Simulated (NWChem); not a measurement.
System: ZrSClF; SMILES [F][Zr](=[S])[Cl]

NWChem input:

```
start job
memory heap 200 mb stack 900 mb global 1100 mb
geometry units angstroms noautoz
  Zr    -0.257644    -0.042728     0.087430
  S      0.992668    -1.834995    -0.148751
  F     -1.962652    -0.235923    -0.743482
  Cl     0.931546     1.987493    -0.123328
end
basis spherical
  * library def2-svpd
end
ecp
  Zr library def2-ecp
end
dft
  xc hfexch
  iterations 150
  vectors input atomic output neutral.movecs
end
task dft energy
charge 1
dft
  odft
  mult 2
  vectors input atomic output cation.movecs
end
task dft energy
charge -1
dft
  odft
  mult 2
  vectors input atomic output anion.movecs
end
task dft energy
```

Geometry: optimised at PBE0/def2-SVP. def2 effective core potentials on Zr; no spin-orbit coupling.

Ions are spin-unrestricted doublets at the neutral geometry; other ion states weren't tried.

Question: What results follow from this input? (Hartree-Fock/def2-SVPD with def2 effective core potentials on Zr, vertical spin-unrestricted ions.) Quantities: vertical ionisation energy, ΔSCF (eV); −ε(HOMO) (eV); vertical electron affinity, ΔSCF (eV); −ε(LUMO) (eV).

Answer: 
| Property | Value |
|---|---|
| vertical ionisation energy, ΔSCF (eV) | 8.49 |
| −ε(HOMO) (eV) | 10.00 |
| vertical electron affinity, ΔSCF (eV) | 2.00 |
| −ε(LUMO) (eV) | 1.06 |
